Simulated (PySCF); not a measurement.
Bonding in `COC[SiH2]O[SiH3]`

Species: C₂H₁₀O₂Si₂.
Numbering: `[CH3:1][O:2][CH2:3][SiH2:4][O:5][SiH3:6]` (hydrogens: H7, H8, H9 on C1; H10, H11 on C3; H12, H13 on Si4; H14, H15, H16 on Si6)

Structure used (GFN2-xTB), in Å, numbered top down from 1:
```xyz
16
C2H10O2Si2 angstrom
C      2.010    1.190    0.698
O      1.136    0.336    0.012
C      0.678   -0.749    0.795
Si    -0.504   -1.730   -0.334
O     -1.682   -0.742   -0.828
Si    -2.165    0.756   -1.251
H      2.903    0.651    1.042
H      1.521    1.642    1.571
H      2.305    1.972    0.000
H      1.529   -1.354    1.137
H      0.173   -0.373    1.697
H      0.224   -2.202   -1.508
H     -1.185   -2.780    0.422
H     -1.563    1.083   -2.540
H     -1.771    1.706   -0.213
H     -3.617    0.603   -1.328
```

Bond orders from the PBE0/pcSseg-1 density (PySCF). The structure is a single GFN2-xTB conformer in the gas phase; no vibrational or solvent corrections. GFN2-xTB frequencies show an imaginary mode (33i cm⁻¹), so this geometry is no minimum at that level.

(1) Where do the orders between heavy atoms depart from those drawn in the SMILES?

(2) Set the Mayer orders of the bonds beside their lengths.

Results:

(1) The largest departure is 0.133, at C3–Si4 (drawn single, 0.867). Drawn single, order below 0.88: C3–Si4 (0.867).

(2) 
```tsv
bond	drawn as	length (Å)	Mayer order
C1–O2	single	1.401	0.930
O2–C3	single	1.415	0.891
C3–Si4	single	1.906	0.867
Si4–O5	single	1.615	0.957
O5–Si6	single	1.629	0.910
C1–H7	single	1.098	0.961
C1–H8	single	1.098	0.959
C1–H9	single	1.089	0.973
C3–H10	single	1.099	0.940
C3–H11	single	1.100	0.937
Si4–H12	single	1.460	0.927
Si4–H13	single	1.462	0.915
Si6–H14	single	1.460	0.928
Si6–H15	single	1.461	0.922
Si6–H16	single	1.462	0.926
```

Bonds between the same two heavy elements. C–O: lowest O2–C3 (0.891, 1.415 Å), highest C1–O2 (0.930, 1.401 Å). O–Si: lowest O5–Si6 (0.910, 1.629 Å), highest Si4–O5 (0.957, 1.615 Å).

Sum the orders of all bonds at each heavy atom with more than one neighbour and set the sums beside the valence in the SMILES.

C1 3.823 (drawn 4), O2 1.821 (drawn 2), C3 3.635 (drawn 4), Si4 3.666 (drawn 4), O5 1.867 (drawn 2), Si6 3.686 (drawn 4). Orders between atoms that aren't bonded are not in these sums.

The Mayer order sums products of elements of PS (density times overlap matrix) between the two atoms' basis functions, so it depends on the basis set.

These values come from a run that also computed NMR shieldings. The run took 34 s wall on one thread, Arm Neoverse N1 (aarch64), shared host with 64 logical CPUs at a one-minute load of 54, and the process peaked at 0.75 GiB of memory.
